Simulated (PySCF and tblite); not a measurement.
Results of a calculation; reference values are marked as such.
System: C₄H₁₁BN₂O, numbered as in [CH2:1]=[CH:2][N:3]([CH3:4])[B:5]([NH2:6])[O:7][CH3:8].

Motion: rotation about the B5–N3 bond (torsion N6–B5–N3–C2 from 0° to 176°, rising). GFN2-xTB gives an electronic barrier of 8.8 kcal/mol and a reaction energy of 1.0 kcal/mol.

PBE/pcSseg-1 + D3(BJ) on GFN2-xTB geometries gives 9.4 kcal/mol and k(298 K) = 2.6×10⁶ s⁻¹.

Q: What does PBE0/6-31G* + D3(BJ) give on GFN2-xTB geometries?

A: A barrier of 10.3 kcal/mol, 0.9 above the first DFT barrier (from unrounded values), a reaction energy of 0.3 kcal/mol and, with GFN2-xTB thermal terms, ΔG‡(298 K) = 10.0 kcal/mol and k = 5.5×10⁵ s⁻¹ (2 equivalent paths).

Programs: tblite and PySCF.
